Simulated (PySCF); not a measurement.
Give a PBE0-D3(BJ)/def2-SVP geometry of 3-ethylphenol, `c1(cccc(c1)CC)O`.

```
atom  x, y, z in Å
C1     2.784   -0.206    0.679
C2     1.916    0.078   -0.545
C3     0.451   -0.139   -0.275
C4    -0.125   -1.408   -0.432
C5    -1.469   -1.608   -0.132
C6    -2.260   -0.557    0.328
C7    -1.694    0.711    0.487
O8    -2.404    1.774    0.924
C9    -0.344    0.911    0.185
H10    2.659   -1.245    1.020
H11    3.851   -0.046    0.458
H12    2.508    0.451    1.518
H13    2.232   -0.571   -1.378
H14    2.077    1.115   -0.879
H15    0.486   -2.238   -0.795
H16   -1.915   -2.597   -0.259
H17   -3.317   -0.718    0.560
H18   -3.312    1.499    1.089
H19    0.073    1.913    0.316
```

Any rigid rotation of these coordinates is as good. Atoms count from 1 in this order. The 6-membered ring C3–C4–C5–C6–C7–C9 has internal angles of 119.0° to 120.9°; it is planar, 0.00 Å rms from its mean plane, widest ring torsion 0°. Of the pairs four or more bonds apart, H17···H18 is among the closest relative to their van der Waals radii: 2.28 Å, 95 % of the sum of Bondi's values. The C–C distances run from 1.392 Å (C4–C5, aromatic) to 1.527 Å (C1–C2, drawn single), a spread of 0.135 Å.

Bonds between heavy atoms (Å): C1–C2 1.527, C2–C3 1.506, C3–C4 1.402, C4–C5 1.392, C5–C6 1.393, C6–C7 1.398, C7–O8 1.351, C7–C9 1.398, C3–C9 1.395.

Method used: PySCF, PBE0-D3(BJ)/def2-SVP geometry optimisation, gas phase.

Point group: C1 (no symmetry element, even within 0.4 Å). Whether it is a minimum is left open (no frequencies). One conformer, not necessarily the lowest (C1–C2–C3–C4 -87°, C6–C7–O8–H 0°).
